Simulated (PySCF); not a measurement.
SCF from a fresh guess for doublet BiO₂, at the PBE0 minimum. PySCF input:

```python
from pyscf import gto, scf, dft
mol = gto.M(atom='''
Bi    -0.142100     0.089330     0.000000
O      0.000000    -1.791760    -0.000000
O      1.856620     0.624650    -0.000000''',
    basis={'Bi': 'def2-TZVP', 'O': 'def2-TZVP'},
    ecp={'Bi': 'def2-TZVP'},
    charge=0, spin=1)
mf = dft.UKS(mol, xc='PBE0')
mf.grids.atom_grid = (50, 194)
aux = {'Bi': 'def2-universal-JKFIT', 'O': 'def2-universal-JKFIT'}
mf = mf.density_fit(auxbasis=aux)
mf.conv_tol = 1e-08
mf.diis_space = 10
mf.max_cycle = 60
mf.init_guess = 'minao'
mf.verbose = 4
mf.kernel()
```

Excerpt of the output (cycles alone):

```
init E= -330.237291311815
cycle= 1 E= -363.814249491892  delta_E= -33.6  |g|= 1.68  |ddm|= 8.12
cycle= 2 E= -362.245023348125  delta_E= 1.57  |g|= 2.57  |ddm|= 4.63
cycle= 3 E= -364.104991208083  delta_E= -1.86  |g|= 1.34  |ddm|= 2.28
cycle= 4 E= -364.777909017772  delta_E= -0.673  |g|= 0.467  |ddm|= 1.09
cycle= 5 E= -364.865787991771  delta_E= -0.0879  |g|= 0.194  |ddm|= 0.384
cycle= 6 E= -364.874626927887  delta_E= -0.00884  |g|= 0.137  |ddm|= 0.199
cycle= 7 E= -364.883195714517  delta_E= -0.00857  |g|= 0.0216  |ddm|= 0.0983
cycle= 8 E= -364.883601239155  delta_E= -0.000406  |g|= 0.012  |ddm|= 0.03
cycle= 9 E= -364.883826953983  delta_E= -0.000226  |g|= 0.00387  |ddm|= 0.0319
cycle= 10 E= -364.883855728646  delta_E= -2.88e-05  |g|= 0.0016  |ddm|= 0.0115
cycle= 11 E= -364.883862528313  delta_E= -6.8e-06  |g|= 0.000932  |ddm|= 0.00514
cycle= 12 E= -364.883865574082  delta_E= -3.05e-06  |g|= 0.000554  |ddm|= 0.00341
cycle= 13 E= -364.883867739648  delta_E= -2.17e-06  |g|= 0.000382  |ddm|= 0.00309
cycle= 14 E= -364.883869501223  delta_E= -1.76e-06  |g|= 0.000162  |ddm|= 0.0045
cycle= 15 E= -364.883869742126  delta_E= -2.41e-07  |g|= 5.44e-05  |ddm|= 0.00209
cycle= 16 E= -364.883869746747  delta_E= -4.62e-09  |g|= 4.59e-05  |ddm|= 0.000221
Extra cycle  E= -364.883869740876  delta_E= 5.87e-09  |g|= 0.000134  |ddm|= 0.000119
converged SCF energy = -364.883869740876  <S^2> = 0.75970643  2S+1 = 2.009683
```

No lower solution of this spin was found by a stability analysis within the unrestricted form.

With an element this heavy the missing spin–orbit coupling can shift these numbers.

The search for the lowest solution, with the stability check, took 9.2 s on 4 threads of a shared Intel Xeon @ 2.50GHz (Skylake/Cascade Lake) host, with 112 basis functions; the process peaked at 0.33 GiB. Launch command: `OMP_NUM_THREADS=4 python axn.py task.json out`.
